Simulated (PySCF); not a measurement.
AlH7O2Si2, SMILES [SiH2]([Al]([OH])[OH])[SiH3].

The structure is a stationary point at B3LYP-D3(BJ)/def2-SVP. The structure was generated by enumeration; whether it is a known compound was not checked. The values are those of a single conformer.

All values below come from B3LYP/def2-TZVP in PySCF.

Isolated molecule, no solvent.

The total energy is -976.35274 hartree, the point group is Cs and the highest occupied level is -7.54 eV. The lowest empty level is -1.08 eV and the orbital gap is 6.46 eV. The dipole moment comes out as 2.48 D. The quadrupole, principal values (traceless, Buckingham form, about the centre of nuclear charge) is -9.86, -2.96, 12.82 D·Å and the mean static polarisability is 93.3 bohr³ (13.83 Å³). The polarisability, principal values comes out as 81.1, 85.8, 113.1 bohr³.
